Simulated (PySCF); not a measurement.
C4H9PSe.
Atom-mapped SMILES: `[CH3:1][C@@H:2]1[CH2:3][P@@:4]1([CH3:5])=[Se:6]` (hydrogens: H7, H8, H9 on C1; H10 on C2; H11, H12 on C3; H13, H14, H15 on C5)

Level: CAM-B3LYP/def2-SVPD in PySCF, non-relativistic, on one gas-phase PBE0-D3(BJ)/def2-SVP geometry that isn't relaxed in the solvent. The solvent is an IEF-PCM continuum (van der Waals radii × 1.2), and excitations are vertical TDDFT with non-equilibrium linear response and a frozen core. The model holds no explicit solvent molecules, cavitation or dispersion. Spin–orbit coupling is left out although an atom past zinc is present.

Gas-phase singlets (H = HOMO, L = LUMO):

```
state  E (eV)  λ (nm)      f           leading configurations
   S1   4.559     272  0.011               H→L+1 49%, H→L 41%
   S2   4.862     255  0.014           H-1→L+1 53%, H-1→L 37%
   S3   5.464     227  0.013  H-1→L+2 60%, H→L 10%, H→L+2 10%
   S4   5.568     223  0.024  H→L 29%, H→L+1 24%, H-1→L+2 21%
   S5   5.592     222  0.129             H→L+2 56%, H→L+5 12%
```

Give the list for dimethylsulfoxide (ε = 46.83), n² = 2.19.

```csv
state,E (eV),λ (nm),f,leading configurations,change by rank (eV)
S1,4.733,262,0.021,H→L 87%,+0.174
S2,5.069,245,0.025,H-1→L 87%,+0.207
S3,5.821,213,0.113,"H→L+1 52%, H→L+2 22%",+0.357
S4,5.890,211,0.242,"H→L+2 62%, H→L+1 17%",+0.322
S5,5.949,208,0.015,H-1→L+2 82%,+0.357
```

The ground-state energy changes by -0.383 eV from gas to dimethylsulfoxide. By how much does the total energy of gas-phase S2 change?

E(S2) = E(S0) + excitation energy, so it changes by -0.383 + 0.207 = -0.176 eV: it is lowered less than the ground state, which is what a blue shift means. This is the vertical state, with the slow part of the continuum still set for S0.

How do the frontier levels move from gas to dimethylsulfoxide?

| orbital | gas (eV) | solvent (eV) | change (eV) | Löwdin shares, gas | Löwdin shares, solvent |
| --- | --- | --- | --- | --- | --- |
| LUMO+2 | 1.48 | 1.55 | +0.07 | P4 23 %, Se6 19 %, C3 14 %, H12 8 % | Se6 33 %, P4 25 %, C3 12 %, C2 8 % |
| LUMO+1 | 1.10 | 1.27 | +0.17 | Se6 50 %, P4 10 %, C1 7 %, C2 6 % | Se6 36 %, C5 9 %, C1 8 %, C3 6 % |
| LUMO | 0.82 | 0.72 | -0.10 | Se6 22 %, C5 14 %, C1 10 %, H13 9 % | Se6 65 %, P4 14 %, C5 5 %, C3 5 % |
| HOMO | -7.07 | -7.43 | -0.36 | Se6 70 %, P4 15 %, C2 6 %, C3 6 % | Se6 67 %, P4 15 %, C2 7 %, C3 6 % |
| HOMO-1 | -7.39 | -7.80 | -0.41 | Se6 77 %, P4 14 % | Se6 77 %, P4 12 % |
| HOMO-2 | -10.10 | -9.95 | +0.15 | P4 28 %, C2 22 %, Se6 14 %, C3 10 % | P4 26 %, C2 20 %, Se6 16 %, C3 9 % |
| HOMO-3 | -10.37 | -10.24 | +0.13 | C3 26 %, Se6 24 %, P4 18 %, C2 12 % | C3 28 %, Se6 17 %, P4 16 %, C2 14 % |

The HOMO–LUMO gap goes from 7.89 to 8.15 eV. Rows go by rank; for LUMO, LUMO+1 and LUMO+2 the atom shares or the degeneracy differ between the runs, so the row needn't follow one orbital.

The run took 43 s on one thread, Arm Neoverse V2 (aarch64), no GPU, shared host, and the process peaked at 1.1 GiB of memory. This is the whole response run at CAM-B3LYP/def2-SVPD in dimethylsulfoxide, SCF included.
